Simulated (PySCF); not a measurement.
Ga2(mu-F)2(Cl)4, Cl₄F₂Ga₂, singlet, PBE0/def2-SVP optimised geometry.

```
8

Ga     1.71    -0.74     1.80
Ga    -0.60    -0.18     0.00
F      1.33    -0.18     0.00
Cl     2.44     0.89     2.93
Cl     2.44    -2.73     1.80
F     -0.21    -0.74     1.80
Cl    -1.33     1.81     0.00
Cl    -1.32    -1.81    -1.14
```

Density from PBE0/def2-TZVP (PySCF) at that geometry.

Minimum of the electron density along straight lines between bonded atoms, close to the bond critical point (lines longer than 1.1 times the sum of covalent radii, or with two minima, are not listed):

```json
[
 {"bond": "Ga1–F3", "length / Å": "1.921", "ρ at the minimum / e bohr⁻³": "0.085", "∇²ρ there / e bohr⁻⁵": "0.48", "position (fraction from the first atom)": "0.48"},
 {"bond": "Ga2–F3", "length / Å": "1.921", "ρ at the minimum / e bohr⁻³": "0.085", "∇²ρ there / e bohr⁻⁵": "0.48", "position (fraction from the first atom)": "0.48"},
 {"bond": "Ga1–Cl4", "length / Å": "2.115", "ρ at the minimum / e bohr⁻³": "0.104", "∇²ρ there / e bohr⁻⁵": "0.28", "position (fraction from the first atom)": "0.44"},
 {"bond": "Ga1–Cl5", "length / Å": "2.115", "ρ at the minimum / e bohr⁻³": "0.104", "∇²ρ there / e bohr⁻⁵": "0.28", "position (fraction from the first atom)": "0.44"},
 {"bond": "Ga1–F6", "length / Å": "1.921", "ρ at the minimum / e bohr⁻³": "0.085", "∇²ρ there / e bohr⁻⁵": "0.48", "position (fraction from the first atom)": "0.48"},
 {"bond": "Ga2–F6", "length / Å": "1.921", "ρ at the minimum / e bohr⁻³": "0.085", "∇²ρ there / e bohr⁻⁵": "0.48", "position (fraction from the first atom)": "0.48"},
 {"bond": "Ga2–Cl7", "length / Å": "2.115", "ρ at the minimum / e bohr⁻³": "0.104", "∇²ρ there / e bohr⁻⁵": "0.28", "position (fraction from the first atom)": "0.44"},
 {"bond": "Ga2–Cl8", "length / Å": "2.115", "ρ at the minimum / e bohr⁻³": "0.104", "∇²ρ there / e bohr⁻⁵": "0.28", "position (fraction from the first atom)": "0.44"}
]
```
